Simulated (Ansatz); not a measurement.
Basis-set series for `C=[CH][Ga]([CH3])[Cl]`. The species carries charge 0 and has multiplicity 1. The geometry is a stationary point of PBE0-D4/def2-TZVP. It is one conformer, not always the lowest.

```
functional       basis  functions  energy (Eh)  HOMO (eV)  LUMO (eV)
   PBE0-D4    def2-SVP        122  -2502.00334      -7.85      -1.38
   PBE0-D4  def2-TZVPP        267  -2502.53842      -7.95      -1.51
   ωB97M-V    def2-SVP        122  -2502.35325     -10.02       0.51
   ωB97M-V  def2-TZVPP        267  -2502.89315     -10.14       0.33
```

(1) Give the rows for def2-QZVPP. (An estimate is asked.)

Results:

(1) Ansatz gave: 
| functional | basis | functions | energy (Eh) | HOMO (eV) | LUMO (eV) |
| --- | --- | --- | --- | --- | --- |
| PBE0-D4 | def2-QZVPP | 510 | -2502.60184 | -7.97 | -1.55 |
| ωB97M-V | def2-QZVPP | 510 | -2502.95438 | -10.17 | 0.23 |

Positive LUMOs are unbound and depend on the basis. Scalar relativity is left out up to krypton.
